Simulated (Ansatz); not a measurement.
Reaction (redistribution): `O[Si](F)(F)F` + `O[SiH2][GaH][SiH3]` → `O[SiH2][Si](O)(F)F` + `[F][GaH][SiH3]`

Calculated with Ansatz (gas phase, PBE0-D4/def2-TZVP geometries, no zero-point term in ΔE). CCSD(T)/CBS is the MP2 limit (def2-TZVPP, def2-QZVPP) plus CCSD(T) − MP2 in def2-TZVPP, frozen cores. DFT in def2-TZVPP. For Ga outer-core shells are correlated without core-valence functions, which leaves a few kJ/mol of doubt a bond. Scalar relativity is left out up to krypton. One conformer a species, not always the lowest.

`O[Si](F)(F)F`:

```xyz
6

O     0.060    1.132   -0.581
Si   -0.088   -0.217    0.275
F     1.301   -0.880    0.594
F    -0.951   -1.303   -0.465
F    -0.792    0.153    1.623
H     0.470    1.115   -1.446
```

`O[SiH2][GaH][SiH3]`:

Z-matrix (Å, degrees):
```
Si
Ga 1 2.422
O 1 1.658 2 112.1
H 1 1.487 2 112.6 3 -118.3
H 1 1.497 2 108.8 3 123.2
Si 2 2.423 1 120.0 3 -14.3
H 2 1.576 1 121.8 3 165.9
H 3 0.958 1 117.1 2 42.5
H 6 1.492 2 109.9 1 107.5
H 6 1.490 2 112.4 1 -132.4
H 6 1.492 2 112.0 1 -11.3
```

`O[SiH2][Si](O)(F)F`:

Cartesian coordinates in Å:
```
O -1.055 -2.030 0.724
Si -0.900 -0.857 -0.425
Si 0.803 0.641 0.156
O 0.737 1.950 -0.799
F 0.642 1.061 1.689
F 2.258 -0.004 0.082
H -1.191 -1.754 1.631
H -2.153 -0.073 -0.604
H -0.568 -1.552 -1.690
H 1.427 2.616 -0.765
```

`[F][GaH][SiH3]`:

Z-matrix (Å, degrees):
```
Si
Ga 1 2.406
H 1 1.487 2 109.6
H 1 1.487 2 109.4 3 119.3
H 1 1.487 2 111.2 3 -120.5
F 2 1.766 1 112.7 3 -56.8
H 2 1.565 1 135.0 3 123.4
```

```
             level  ΔE (kJ/mol)
              PBE0         68.8
    MP2/def2-QZVPP         77.4
SCS-MP2/def2-QZVPP         73.2
      HF/CBS(def2)         77.9
```

(1) What does CCSD(T)/CBS give? (Estimate.)

Largest T1 diagnostic among the species: 0.014.

## Answers

(1) Computed: +77.7 kJ/mol. The listed levels differ from it by -8.9, -0.3, -4.5, 0.2 kJ/mol.

From PBE to PBE0 (25 % exact exchange), in def2-TZVPP and without D4, ΔE moves by +11.1 kJ/mol.
